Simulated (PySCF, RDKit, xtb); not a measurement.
Complex: CH3F (SMILES CF) (first 5 atoms) with CH3Cl (SMILES CCl); geometry from B3LYP-D3(BJ)/def2-TZVP, rigid monomers moved along the line of their centres of mass till F2···H8 is 2.68 Å.
(charge 0, multiplicity 1):
```
atom    x (Å)    y (Å)    z (Å)
----  -------  -------  -------
C     -0.5756  -0.1275  -0.2677
F      0.3347  -1.1337   0.0647
H     -1.4461  -0.5905  -0.7330
H     -0.8613   0.3941   0.6447
H     -0.0928   0.5570  -0.9655
C      0.7041  -0.8517   3.7521
Cl    -0.4501   0.5254   3.8646
H      0.7789  -1.1432   2.7099
H      1.6636  -0.5159   4.1331
H      0.3150  -1.6645   4.3575
```

Monomers are frozen at their geometry in the pair; levels with a basis set take the counterpoise correction. Rows marked so take none. RDKit's UFF carries no charges.

Rows in 3-21G, 6-31G* carry no dispersion term and start afresh at each structure (6-31G* with six Cartesian d functions).

Run with PySCF for 3-21G rows, 6-31G* rows; RDKit for the force fields; xtb for the GFN methods. Values without a source in brackets are computed.

Q: One of these levels gives -3.81 kcal/mol for the interaction energy. Which?
A. B3LYP/6-31G*
B. UFF
C. HF/3-21G (no counterpoise)
D. GFN2-xTB

A: C, HF/3-21G (no counterpoise). The others give -0.71 (UFF), -2.12 (GFN2-xTB), -1.37 (B3LYP/6-31G*)
